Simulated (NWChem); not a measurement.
System: WHF5; SMILES [F][WH]([F])([F])([F])[F]

Results from NWChem. Medium grid unless said otherwise, to which SCAN and Minnesota functionals are sensitive. Geometry: optimised at PBE0/def2-SVP. No frequency run checked for a minimum. def2 effective core potentials on W; no spin-orbit coupling. B3LYP is NWChem's, with the RPA form of VWN correlation.

For level M06-L/def2-SVP:

- highest occupied level (eV) = -8.59
- orbital gap (eV) = 3.12

Task: How do the values read with level B3LYP/def2-SVP instead?

Result: The highest occupied level (eV) is -9.47. The orbital gap (eV) is 4.53.
